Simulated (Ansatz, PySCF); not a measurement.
Sn(Cl)(Me)2(OH) (C2H7ClOSn), SMILES [CH3][Sn]([OH])([Cl])[CH3]. Atoms are numbered in the order given.

```xyz
12

C      1.8481    -0.7520    -1.0032
Sn     0.0095     0.0453    -0.2629
C     -1.8494    -0.5189    -1.1329
O      0.0025     2.0274    -0.3485
Cl    -0.0427    -0.5076     2.0411
H      1.9852    -0.4533    -2.0519
H      2.6801    -0.3673    -0.3983
H      1.8266    -1.8482    -0.9316
H     -2.4743    -0.9770    -0.3550
H     -2.3343     0.3933    -1.5065
H     -1.7004    -1.2297    -1.9566
H      0.6382     2.4325     0.2522
```
Charge 0, spin multiplicity 1.

Geometry: PBE0-D3(BJ)/def2-SVP. The def2 effective core potentials stand for the cores of Sn; spin–orbit coupling is left out. One conformer was computed; it need not be the lowest.

Two levels are set side by side: PBE-D3(BJ)/def2-SVP (Ansatz, a first-principles code) and PBE0-D3(BJ)/def2-SVP (Ansatz). Each level has its own optimised geometry; the coordinates shown are those of the second. Frequencies come from the Hessian of PySCF at each geometry. Differences are taken from unrounded values.

```csv
quantity,PBE0-D3(BJ)
mean bond length (Å),1.470
bond C1–Sn2 (Å),2.136
bond Sn2–C3 (Å),2.129
bond Sn2–O4 (Å),1.984
bond Sn2–Cl5 (Å),2.370
bond C1–H6 (Å),1.099
bond C1–H7 (Å),1.098
bond C1–H8 (Å),1.099
bond C3–H9 (Å),1.098
bond C3–H10 (Å),1.099
bond C3–H11 (Å),1.098
bond O4–H12 (Å),0.964
highest harmonic wavenumber (cm⁻¹),3900
mean harmonic wavenumber (cm⁻¹),1263
zero-point energy (kcal/mol),54.18
```

**Question.** What does PBE-D3(BJ) give, and how far is it from PBE0-D3(BJ)? (An estimate is asked for; the answer gives what the named calculation found.)

**Answer.** 
```json
[
 {"quantity": "mean bond length (Å)", "PBE-D3(BJ)": "1.485", "PBE-D3(BJ) minus PBE0-D3(BJ)": "0.014"},
 {"quantity": "bond C1–Sn2 (Å)", "PBE-D3(BJ)": "2.162", "PBE-D3(BJ) minus PBE0-D3(BJ)": "0.025"},
 {"quantity": "bond Sn2–C3 (Å)", "PBE-D3(BJ)": "2.151", "PBE-D3(BJ) minus PBE0-D3(BJ)": "0.023"},
 {"quantity": "bond Sn2–O4 (Å)", "PBE-D3(BJ)": "2.011", "PBE-D3(BJ) minus PBE0-D3(BJ)": "0.027"},
 {"quantity": "bond Sn2–Cl5 (Å)", "PBE-D3(BJ)": "2.393", "PBE-D3(BJ) minus PBE0-D3(BJ)": "0.023"},
 {"quantity": "bond C1–H6 (Å)", "PBE-D3(BJ)": "1.107", "PBE-D3(BJ) minus PBE0-D3(BJ)": "0.008"},
 {"quantity": "bond C1–H7 (Å)", "PBE-D3(BJ)": "1.106", "PBE-D3(BJ) minus PBE0-D3(BJ)": "0.008"},
 {"quantity": "bond C1–H8 (Å)", "PBE-D3(BJ)": "1.106", "PBE-D3(BJ) minus PBE0-D3(BJ)": "0.008"},
 {"quantity": "bond C3–H9 (Å)", "PBE-D3(BJ)": "1.106", "PBE-D3(BJ) minus PBE0-D3(BJ)": "0.008"},
 {"quantity": "bond C3–H10 (Å)", "PBE-D3(BJ)": "1.106", "PBE-D3(BJ) minus PBE0-D3(BJ)": "0.008"},
 {"quantity": "bond C3–H11 (Å)", "PBE-D3(BJ)": "1.106", "PBE-D3(BJ) minus PBE0-D3(BJ)": "0.008"},
 {"quantity": "bond O4–H12 (Å)", "PBE-D3(BJ)": "0.976", "PBE-D3(BJ) minus PBE0-D3(BJ)": "0.013"},
 {"quantity": "highest harmonic wavenumber (cm⁻¹)", "PBE-D3(BJ)": "3718", "PBE-D3(BJ) minus PBE0-D3(BJ)": "-183"},
 {"quantity": "mean harmonic wavenumber (cm⁻¹)", "PBE-D3(BJ)": "1222", "PBE-D3(BJ) minus PBE0-D3(BJ)": "-42"},
 {"quantity": "zero-point energy (kcal/mol)", "PBE-D3(BJ)": "52.40", "PBE-D3(BJ) minus PBE0-D3(BJ)": "-1.78"}
]
```

Exact exchange shortens and stiffens bonds; PBE has none. Differences between two approximate levels are no errors against the true value.
